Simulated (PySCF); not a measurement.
TiF3 holds Ti(III), d1, at total charge 0. The structure is a PBE0-D3(BJ)/def2-TZVP geometry optimised for multiplicity 2; coordination trigonal planar, point group D3h, metal–donor distances 1.77 Å.

Method (PySCF 2.14, density fitting): CASSCF(1,5) with orbitals averaged over all microstates of the shell, strongly contracted NEVPT2 on the averaged canonical orbitals; basis x2c-TZVPall on the metal, x2c-SVPall elsewhere; spin-free X2C; gas phase; spin-orbit coupling by state interaction with the mean-field operator over all roots.

CASSCF energies above the lowest CASSCF root:

```csv
state,CASSCF / cm⁻¹
2A1',0
2E'',3426
2E',20165
```

**Question.** How does dynamic correlation (SC-NEVPT2) move these states?

**Answer.** 
| state | NEVPT2 / cm⁻¹ | shift / cm⁻¹ |
| --- | --- | --- |
| 2A1' | 0 | 0 |
| 2E'' | 5769 | +2343 |
| 2E' | 23369 | +3203 |

NEVPT2 lifts 2E'' from 3426 to 5769 cm⁻¹; on the d shell alone such lifts tend to overshoot. NEVPT2 on the d shell alone tends to put d–d bands too high for such charged or covalently bound ions.
